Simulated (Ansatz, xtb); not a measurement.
# FH2NOSe: which of two structures lies lower

Structure a: `N[Se@](=O)F`, a singlet. Structure b: a singlet given by its coordinates. Both are isolated molecules in the gas phase, relaxed with PBE0-D3(BJ)/def2-SVP; the shapes shown needn't be the lowest conformers.

a (Å):

```xyz
6

F    -0.2083   -2.8265   -1.8929
N    -1.0817   -0.3485   -1.2774
O     1.4026   -1.0551   -0.6769
Se   -0.0753   -1.6537   -0.5489
H    -1.9862   -0.6633   -1.6265
H    -0.5488    0.1474   -1.9943
```

b (Å):

```xyz
6

F    -1.1853   -2.2763   -0.4269
N    -1.0116   -0.1825   -2.3134
O     1.0222   -1.4437   -1.2120
Se   -0.4921   -0.6354   -0.8047
H    -1.6688    0.5955   -2.1766
H     0.8578   -2.3921   -1.0805
```

Close contacts (Å): F1–Se4 1.82, N2–Se4 1.66, O3–Se4 1.76, N2–H5 1.03, O3–H6 0.97, Se4–H5 2.19.

Quicker runs give these differences E(b) − E(a): GFN2-xTB +0.429 eV; HF/STO-3G +0.634 eV (at GFN2-xTB geometries); r2SCAN-D4/def2-SVP +0.738 eV (at GFN2-xTB geometries).

Problem. Estimate E(b) − E(a) at the level CCSD(T)/def2-TZVP.

Solution. Calculated at CCSD(T)/def2-TZVP: E(b) − E(a) = +0.744 eV, so structure a lies lower.

How the difference moves with the method:

```csv
level,geometry,E(b) − E(a) (eV),departure from the last row (eV),"job, with rough time for the two"
GFN2-xTB,GFN2-xTB,+0.429,−0.315,"optimisation, 0.2 s"
HF/STO-3G,GFN2-xTB,+0.634,−0.110,"single point, 0.56 s"
r2SCAN-D4/def2-SVP,GFN2-xTB,+0.738,−0.007,"single point, 3.2 s"
PBE0-D3(BJ)/def2-SVP,PBE0-D3(BJ)/def2-SVP,+0.739,−0.006,"optimisation, 38 s"
HF/def2-TZVP,PBE0-D3(BJ)/def2-SVP,+0.914,+0.170,part of the CCSD(T) run
MP2/def2-TZVP,PBE0-D3(BJ)/def2-SVP,+0.743,−0.001,part of the CCSD(T) run
CCSD(T)/def2-TZVP,PBE0-D3(BJ)/def2-SVP,+0.744,,"single point, 2 min"
```

The levels shown agree on the order. The largest departure from CCSD(T)/def2-TZVP is that of GFN2-xTB, 0.315 eV.

With harmonic frequencies from PBE0-D3(BJ)/def2-SVP (ideal gas, rigid rotor, one conformer each, 298.15 K, 1 atm): on the last row, ΔE + ΔZPE = +0.709, ΔH = +0.716, ΔG = +0.700 eV.

The correlated steps freeze 12 core orbitals; the filled d shell of Se is correlated, in a basis made for valence electrons. Run with Ansatz 0.2.0, xtb 6.7.1; the last row on 2 threads of Arm Neoverse V1 on a shared host.
